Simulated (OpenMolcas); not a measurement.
# Fe5+, Ru5+, Os5+: d³ down the group

| Quantity | Value |
| --- | --- |
| Program | OpenMolcas 26.06 |
| Method | XMS-CASPT2, IPEA 0.25 Eh, imaginary shift 0.1 Eh |
| Basis | ANO-RCC-VTZP |
| Scalar Hamiltonian | DKH2, point nucleus |
| Spin-orbit coupling | RASSI with atomic mean-field integrals over the reference wave functions, term energies averaged over their components |

Active space for each ion: 3 electrons in 5 orbitals (d); closed shells correlated by CASPT2: Fe5+ 3s 3p; Ru5+ 4s 4p; Os5+ 5s 5p.

Computed levels in cm-1 above ⁴F_3/2:

```tsv
Level	Fe5+	Ru5+	Os5+
⁴F_5/2	543	1422	6530
⁴F_7/2	1274	3150	11670
⁴F_9/2	2170	5020	14970
⁴P_1/2	19810	13890	17240
⁴P_5/2	20670	16100	25460
²G_7/2	21970	16360	23410
²G_9/2	22700	17410	37690
²P_1/2	28000	20400	29440
²H_9/2	30130	22780	24620
weight of ⁴F in the lowest level (%)	100	98	82
```

Mixed levels, with the weight of the term that names them: Ru5+ ²G_9/2 (74 %), Os5+ ⁴F_9/2 (56 %), Os5+ ⁴P_1/2 (67 %), Os5+ ²G_9/2 (57 %), Os5+ ²P_1/2 (67 %), Os5+ ²H_9/2 (56 %).

Measured, with the error of the calculation in %. Measured levels: Fe5+ from Corliss and Sugar, J. Phys. Chem. Ref. Data 11, 135 (1982); Os5+ from the list in Brasseur, Palmeri and Quinet, Atoms 13, 11 (2025).

```tsv
Level	Fe5+	Os5+
⁴F_5/2	511 (+6.2)	6397 (+2.0)
⁴F_7/2	1188 (+7.2)	11444 (+2.0)
⁴F_9/2	2001 (+8.3)	14678 (+2.0)
⁴P_1/2	18738 (+5.7)	16772 (+2.8)
⁴P_5/2	19611 (+5.4)	24828 (+2.5)
²G_7/2	20616 (+6.6)	22920 (+2.1)
²G_9/2	21315 (+6.5)	37019 (+1.8)
²P_1/2	26496 (+5.7)	28860 (+2.0)
²H_9/2	28724 (+4.9)	24028 (+2.5)
```

The fine-structure level ⁴F_9/2 changes by a factor of 6.9 from Fe5+ to Os5+.

Without spin-orbit coupling ⁴P lies 19100, 12330, 11620 cm-1 above ⁴F in that order; the difference to the level ⁴P_1/2, of either sign, comes from spin-orbit coupling, which also lowers the zero.

Term energies are means over components that CASPT2 splits; among the terms shown or strongly mixed into the levels shown the widest spread is 1500 cm-1 (3d³ ⁴F, Fe5+). Measured partners are found by configuration, term and J. A level has none where our copy of the source lacks it or the pairing is in doubt (some pairs that miss far off the trend of their configuration count as doubtful), and it then counts in no deviation. Only configurations of the active space appear.
